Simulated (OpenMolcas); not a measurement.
Ni2+ with its 6 nearest fluoride ions at 2.005 Å, on the Li site of LiF (a = 4.028 Å, distance in the model lattice 2.014 Å). The rest of the host is ab initio model potentials to 7.6 Å and point charges beyond; the distance is set by hand and nothing relaxes, and no local charge compensation is placed. Ligand basis ANO-RCC-VDZP.
```
Ni    0.0000    0.0000    0.0000
F     2.0050    0.0000    0.0000
F     0.0000    2.0050    0.0000
F    -2.0050    0.0000    0.0000
F     0.0000   -2.0050    0.0000
F     0.0000    0.0000    2.0050
F     0.0000    0.0000   -2.0050
```

- Program: OpenMolcas
- Method: SS-CASPT2, IPEA 0.25 Eh, imaginary shift 0.1 Eh (closed shells correlated: 3s 3p and the ligand valence shells)
- Basis: ANO-RCC-VTZP [6s5p3d2f1g]
- Scalar Hamiltonian: DKH2, point nucleus
- Active space: 8 electrons in 5 orbitals (3d)
- State averaging: 2S+1 = 3 even, 10 roots; 2S+1 = 1 even, 15 roots
- Spin-orbit coupling: RASSI with atomic mean-field integrals over the reference wave functions

Problem. What is the spin-free ground state (labels of O, the rotations of Oh)?

Solution. 3A2, 1-fold in its orbital part, 100 % from free-ion F terms; it has the highest spin that d8 allows.

Problem. Where is the first state of the same spin?

Solution. 3T2 at 10100 cm-1 above the ground state.

Problem. What are the lowest two levels with spin-orbit coupling?

Solution. A 3-fold level T2, then a 2-fold level E 9770 cm-1 above it. Their leading multiplicities are 3 (100 %) and 3 (98 %).

Problem. What is χT at 300 K, and how does it compare with the textbook value?

Solution. The lowest level has 2S+1 = 3, for which the spin-only value is χT = S(S+1) / 2 = 1.000 cm3 K/mol (g = 2). The computed 1.298 at 300 K differs by +0.298, through orbital momentum, spin-orbit coupling and any other state in reach.

Roots that are degenerate in the reference are averaged as groups; the widest CASPT2 spread within a group is 63 cm-1 (the 3-fold group of multiplicity 1 near 23400 cm-1 above the lowest state of its run). Shifts and gaps below about the spread of the groups concerned are not significant. Over all roots computed the reference weight is 0.73 to 0.74; a low but even weight reflects the number of correlated electrons. A single d shell leaves out the double-shell effect, which counts most for late 3d ions, where the CASPT2 field can be off either way by tens of per cent. Ligand-to-metal charge-transfer states are missing. These CASPT2 states fit no ligand-field parameters well, so their order and spin gaps are uncertain. For late 3d ions with one d shell CASPT2 can put B and the spin-flip bands somewhat low as well as high. With one d shell and no ligand orbital active, 10Dq can be off by tens of per cent for divalent 3d ions, low with halides held by bare charges and at times high in hosts, and the orbital part of g and χT goes as 1/10Dq. Free-ion shares, where given, are those of the reference states; single-state CASPT2 does not remix them. No measured value stands beside these numbers; the geometry was set by hand and not optimised.
